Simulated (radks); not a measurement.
The numbers below are computed, except where a source is named.
Valence configurations of Pm3+ (all share [Xe]). Level of theory: Dirac Kohn-Sham, PBE, spin-unpolarised, spherical densities, point nucleus; open shells fill j = l - 1/2 first (a radial shooting solver on a logarithmic mesh with Libxc functionals). Energies are relative to 4f4; eigenvalues in eV.

valence,E (eV),e(4f5/2),e(5d3/2),e(6p1/2),e(6s1/2)
4f4,0.000,-31.798,-,-,-
4f3.5 6s0.5,5.949,-36.655,-,-,-22.859
4f3.5 6p0.5,8.224,-37.100,-,-18.566,-
4f3 5d1,9.749,-38.634,-26.307,-,-
4f3 6p1,18.595,-42.704,-,-19.703,-
4f2.5 6s1.5,23.868,-47.277,-,-,-25.052
4f2 5d2,24.897,-46.180,-28.100,-,-
4f2 6s2,36.127,-52.979,-,-,-26.123
4f1 5d1 6s2,59.709,-61.406,-34.552,-,-26.811
4f1 6s2 6p1,73.473,-65.888,-,-23.021,-28.579

NIST lists [Xe] 4f4 as the ground configuration; this level of theory agrees among the configurations tried. The energies are those of spherical spin-averaged densities, not of single terms.
